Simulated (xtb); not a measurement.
A run for xtb: GFN1-xTB on C3H8O2 (SMILES OCCCO).

```
$ xtb mol.xyz --gfn 1 --sp --chrg 0 --uhf 0
13

O     -1.71566190    -0.48418136     0.97761983
C     -1.35336439    -0.29518545    -0.38721739
C     -0.03184976     0.44366378    -0.55705719
C      1.14964957    -0.29726614     0.05468033
O      2.36313254     0.44420130    -0.01817501
H     -1.83717886     0.38067523     1.38469705
H     -1.28281034    -1.30085899    -0.80692380
H     -2.14762305     0.23048053    -0.93000653
H     -0.10033472     1.43865857    -0.10414157
H      0.14355166     0.59832878    -1.62853864
H      1.26181363    -1.27871240    -0.42470758
H      0.97255258    -0.47213312     1.11476413
H      2.57812306     0.59232925    -0.94534726
```

It printed:

```
[...]
           -------------------------------------------------
          |                Calculation Setup                |
           -------------------------------------------------



           -------------------------------------------------
          |                 G F N 1 - x T B                 |
           -------------------------------------------------

        Reference                      10.1021/acs.jctc.7b00118
      * Hamiltonian:
        H0-scaling (s, p, d)           1.850000    2.250000    2.000000
        zeta-weighting                 0.000000
      * Dispersion:
        s8                             2.400000
        a1                             0.630000
        a2                             5.000000
        s9                             0.000000
      * Repulsion:
        kExp                           1.500000
        rExp                           1.000000
      * Coulomb:
        alpha                          2.000000
        third order                    atomic
        anisotropic                    false
      * Halogen bond correction:
        rad-scale                      1.300000
        damping                        0.440000


          ...................................................
          :                      SETUP                      :
          :.................................................:
          :  # basis functions                  36          :
          :  # atomic orbitals                  36          :
          :  # shells                           26          :
          :  # electrons                        32          :
          :  # halogen bonds                     0          :
          :  max. iterations                   250          :
          :  Hamiltonian                  GFN1-xTB          :
          :  restarted?                      false          :
          :  GBSA solvation                  false          :
          :  PC potential                    false          :
          :  electronic temp.          300.0000000     K    :
          :  accuracy                    1.0000000          :
          :  -> integral cutoff          0.2500000E+02      :
          :  -> integral neglect         0.1000000E-07      :
          :  -> SCF convergence          0.1000000E-05 Eh   :
          :  -> wf. convergence          0.2000000E-04 e    :
          :  Broyden damping             0.4000000          :
          :  net charge                          0          :
          :  unpaired electrons                  0          :
          ...................................................

 iter      E             dE          RMSdq      gap      omega  full diag
   1    -20.1835004 -0.201835E+02  0.711E+00    8.59       0.0  T
   2    -20.2209579 -0.374576E-01  0.426E+00    8.79       1.0  T
   3    -20.2212139 -0.255935E-03  0.700E-01    8.89       1.0  T
   4    -20.2219442 -0.730290E-03  0.564E-02    8.87       1.0  T
   5    -20.2219680 -0.238391E-04  0.298E-02    8.87       1.0  T
   6    -20.2219745 -0.650802E-05  0.351E-03    8.87       7.9  T
   7    -20.2219746 -0.559082E-07  0.132E-03    8.87      21.0  T
   8    -20.2219746 -0.131487E-07  0.111E-04    8.87     249.2  T
   9    -20.2219746 -0.524842E-10  0.358E-05    8.87     773.7  T

   *** convergence criteria satisfied after 9 iterations ***

         #    Occupation            Energy/Eh            Energy/eV
      -------------------------------------------------------------
         1        2.0000           -0.7772427             -21.1499
       ...           ...                  ...                  ...
        10        2.0000           -0.5522172             -15.0266
        11        2.0000           -0.5439773             -14.8024
        12        2.0000           -0.5233284             -14.2405
        13        2.0000           -0.4905302             -13.3480
        14        2.0000           -0.4816539             -13.1065
        15        2.0000           -0.4688445             -12.7579
        16        2.0000           -0.4539234             -12.3519 (HOMO)
        17                         -0.1281224              -3.4864 (LUMO)
        18                         -0.1242849              -3.3820
        19                         -0.1236706              -3.3652
        20                         -0.1124330              -3.0595
        21                         -0.0895548              -2.4369
       ...                                ...                  ...
        36                          0.4291606              11.6781
      -------------------------------------------------------------
                  HL-Gap            0.3258010 Eh            8.8655 eV
             Fermi-level           -0.2910229 Eh           -7.9191 eV

 SCC (total)                   0 d,  0 h,  0 min,  0.006 sec
 SCC setup                      ...        0 min,  0.000 sec (  1.228%)
 Dispersion                     ...        0 min,  0.000 sec (  0.762%)
 classical contributions        ...        0 min,  0.000 sec (  0.369%)
 integral evaluation            ...        0 min,  0.001 sec ( 22.385%)
 iterations                     ...        0 min,  0.002 sec ( 28.952%)
 molecular gradient             ...        0 min,  0.002 sec ( 44.222%)
 printout                       ...        0 min,  0.000 sec (  1.916%)

         :::::::::::::::::::::::::::::::::::::::::::::::::::::
         ::                     SUMMARY                     ::
         :::::::::::::::::::::::::::::::::::::::::::::::::::::
         :: total energy             -20.053115257580 Eh    ::
         :: gradient norm              0.027817729097 Eh/a0 ::
         :: HOMO-LUMO gap              8.865496405503 eV    ::
         ::.................................................::
         :: SCC energy               -20.221974574688 Eh    ::
         :: -> electrostatic           0.089189499468 Eh    ::
         :: repulsion energy           0.172497959825 Eh    ::
         :: dispersion energy         -0.003638642717 Eh    ::
         :: halogen bond corr.         0.000000000000 Eh    ::
         :: add. restraining           0.000000000000 Eh    ::
         :: total charge               0.000000000000 e     ::
         :::::::::::::::::::::::::::::::::::::::::::::::::::::

           -------------------------------------------------
          |                Property Printout                |
           -------------------------------------------------

    * Orbital Energies and Occupations

         #    Occupation            Energy/Eh            Energy/eV
      -------------------------------------------------------------
         1        2.0000           -0.7772427             -21.1499
       ...           ...                  ...                  ...
         4        2.0000           -0.6601292             -17.9630
         5        2.0000           -0.6423376             -17.4789
         6        2.0000           -0.6115261             -16.6405
         7        2.0000           -0.5968761             -16.2418
         8        2.0000           -0.5832053             -15.8698
         9        2.0000           -0.5746846             -15.6380
        10        2.0000           -0.5522172             -15.0266
        11        2.0000           -0.5439773             -14.8024
        12        2.0000           -0.5233284             -14.2405
        13        2.0000           -0.4905302             -13.3480
        14        2.0000           -0.4816539             -13.1065
        15        2.0000           -0.4688445             -12.7579
        16        2.0000           -0.4539234             -12.3519 (HOMO)
        17                         -0.1281224              -3.4864 (LUMO)
        18                         -0.1242849              -3.3820
Note: The following floating-point exceptions are signalling: IEEE_DENORMAL
normal termination of xtb
        19                         -0.1236706              -3.3652
        20                         -0.1124330              -3.0595
        21                         -0.0895548              -2.4369
        22                         -0.0672476              -1.8299
        23                         -0.0607368              -1.6527
        24                         -0.0504895              -1.3739
        25                          0.0543327               1.4785
        26                          0.0739684               2.0128
        27                          0.1094375               2.9779
       ...                                ...                  ...
        36                          0.4291606              11.6781
      -------------------------------------------------------------
                  HL-Gap            0.3258010 Eh            8.8655 eV
             Fermi-level           -0.2910229 Eh           -7.9191 eV

  Mulliken/CM5 charges         n(s)   n(p)   n(d)
     1O    -0.56552 -0.78278   1.694  4.871  0.000
     2C     0.19373  0.10666   0.991  2.816  0.000
     3C    -0.09479 -0.20122   1.044  3.051  0.000
     4C     0.19883  0.11244   0.988  2.813  0.000
     5O    -0.56525 -0.78155   1.694  4.872  0.000
     6H     0.33847  0.51091   0.662  0.000  0.000
     7H     0.03122  0.09540   0.969  0.000  0.000
     8H     0.01468  0.07567   0.985  0.000  0.000
     9H     0.03727  0.09591   0.963  0.000  0.000
    10H     0.02542  0.08182   0.975  0.000  0.000
    11H     0.01028  0.07198   0.990  0.000  0.000
    12H     0.04143  0.10812   0.959  0.000  0.000
    13H     0.33422  0.50664   0.666  0.000  0.000

Wiberg/Mayer (AO) data.
largest (>0.10) Wiberg bond orders for each atom

 ---------------------------------------------------------------------------
     #   Z sym  total        # sym  WBO       # sym  WBO       # sym  WBO
 ---------------------------------------------------------------------------
     1   8 O    1.915 --     2 C    0.958     6 H    0.884
     2   6 C    3.924 --     3 C    0.998     7 H    0.978     8 H    0.975
                             1 O    0.958
     3   6 C    3.996 --     2 C    0.998     4 C    0.998    10 H    0.977
                             9 H    0.976
     4   6 C    3.920 --     3 C    0.998    12 H    0.977    11 H    0.975
                             5 O    0.957
     5   8 O    1.914 --     4 C    0.957    13 H    0.887
     6   1 H    0.895 --     1 O    0.884
     7   1 H    1.015 --     2 C    0.978
     8   1 H    1.011 --     2 C    0.975
     9   1 H    1.009 --     3 C    0.976
    10   1 H    1.007 --     3 C    0.977
    11   1 H    1.010 --     4 C    0.975
    12   1 H    1.020 --     4 C    0.977
    13   1 H    0.899 --     5 O    0.887
 ---------------------------------------------------------------------------

Topologies differ in total number of bonds
Writing topology from bond orders to xtbtopo.mol

 dipole moment from electron density (au)
     X       Y       Z
  -0.3962   0.6455  -1.1757  total (Debye):    3.555


           -------------------------------------------------
          | TOTAL ENERGY              -20.053115257580 Eh   |
          | GRADIENT NORM               0.027817729097 Eh/α |
          | HOMO-LUMO GAP               8.865496405503 eV   |
           -------------------------------------------------

------------------------------------------------------------------------
------------------------------------------------------------------------
 total:
 SCF:
```

The run finished.

Cost: about 0.03 core-seconds (a rough figure).
